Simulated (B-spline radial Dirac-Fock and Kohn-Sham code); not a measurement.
Atomic SCF run for In

ΔSCF core binding energies without Breit or QED terms, calculated with a B-spline atomic structure program. Keys: rel is the Hamiltonian (dirac, or spin-free x2c and nr, where L3 and M5 stand for the whole 2p and 3d shells), method is hf or an exchange,correlation pair (spin-unpolarised, also for the hole states), nuc the nuclear model, radius_factor scales its radius, rmax is the box in bohr, h the logarithmic mesh step, order the B-spline order, points the quadrature points per cell, c_factor scales the speed of light, and damp, ndamp, maxit and tol steer the iteration. The run stops when the commutator error falls below 10·tol·max(1, Z/10), or the numerical noise floor, and the energy has settled to about 1e-8 Ha; the virial ratio is −V/T.

Input (task.json):

```json
{"items": [{"Z": 49, "q": 0, "cfg": [[1, 0, 2], [2, 0, 2], [2, 1, 6], [3, 0, 2], [3, 1, 6], [3, 2, 10], [4, 0, 2], [4, 1, 6], [4, 2, 10], [5, 0, 2], [5, 1, 1]], "A": 115, "rrms": 4.6156, "do": "settings", "holes": ["K", "L3", "M5"],
  "settings": [{"rel": "dirac", "method": "hf", "nuc": "fermi", "radius_factor": 1.0, "rmax": 45.0, "h": 0.3, "order": 3, "points": 10, "c_factor": 1.0, "maxit": 84, "damp": 0.5, "ndamp": 3, "tol": 1e-08}]}]}
```

Command: `python xray2_run.py task.json out`

Ground-state iterations:

```
iter   energy (Ha)        error
   1    -5878.40291673  1.68e+00
   2    -5879.15371337  1.81e-01
   3    -5879.77350077  3.19e-02
   4    -5879.78989191  7.07e-03
   5    -5879.79027143  2.90e-03
   6    -5879.79043557  7.70e-04
   7    -5879.79044495  1.13e-04
   8    -5879.79044535  3.12e-05
   9    -5879.79044537  3.28e-06
  10    -5879.79044537  6.01e-07
```

The ground state converged in 10 iterations, with total energy -5879.79045 Ha, virial ratio 1.95160 and highest orbital energy -5.22 eV. ΔSCF binding energies: K (1s) 28036.4 eV, L3 (2p3/2) 3745.9 eV, M5 (3d5/2) 452.1 eV.

Task: One setting is unsound. Which, and why?

Result: order is too low for an accurate radial basis. With the default settings (Dirac Hartree-Fock): The ground state converged in 11 iterations, with total energy -5880.43222 Ha, virial ratio 1.95161 and highest orbital energy -5.21 eV. ΔSCF binding energies: K (1s) 28037.0 eV, L3 (2p3/2) 3745.4 eV, M5 (3d5/2) 451.5 eV.
